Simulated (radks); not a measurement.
The numbers below are computed, except where a source is named.
Problem. The indium ion In12+ is in [Kr] 4d1. Code: a radial shooting solver on a logarithmic mesh with Libxc functionals. Model: scalar-relativistic Kohn-Sham, PBEsol, spin-polarised, spherical densities, finite nucleus; Fermi nuclear charge, rms radius of each element as measured or else 0.836 A^(1/3) + 0.57 fm. Open shells are filled with parallel spins first. One electron is removed from 4s, 3d, 4p, 4d in turn, with full relaxation. Which removal costs least, and what does each cost?

Solution. 4d 249.97 eV; 4p 317.92 eV; 4s 363.89 eV; 3d 717.30 eV. The 4d electron leaves first.
